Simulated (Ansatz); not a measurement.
Al4⁺, relaxed as a doublet with UKS PBE-D4/def2-TZVP in Ansatz, starting from the GFN1-xTB geometry. Force threshold 0.02 eV/Å.

The charge 1 doublet is spin-contaminated (final ⟨S²⟩ up to 1.07, 0.75 for a pure state). The relaxation made no stability test and no search for a lower SCF solution. At PBE-D4/def2-TZVP a quartet of charge 1 lies 0.13 eV below the doublet, each at its own geometry. The structure comes from a short search, and lower isomers may exist.

Start:

```xyz
4

Al   -0.408   -1.858    0.910
Al    0.780    0.365    1.086
Al   -0.787   -0.360   -1.079
Al    0.415    1.853   -0.918
```

```
step  energy (eV)  largest force component (eV/Å)  SCF passes
   1  -26365.2766                           0.715          53
   2  -26365.4220                           0.095          36
   3  -26365.4262                           0.049          28
   4  -26365.4269                           0.021          28
   5  -26365.4270                           0.001          23
```

Force components are those of the run's own axes.

End:

```tsv
atom	x (Å)	y (Å)	z (Å)
Al1	-0.441	-1.995	0.983
Al2	0.756	0.349	1.047
Al3	-0.757	-0.348	-1.046
Al4	0.443	1.994	-0.984
```

By distances, no bond broke or formed. The bond that changes most is Al1–Al3, from 2.52 to 2.63 Å (atoms count from 1).

No frequencies were taken in this run, so the end may be a saddle point.

Hardware: 4 threads of Arm Neoverse V2 on a shared host. Wall time 7 s.
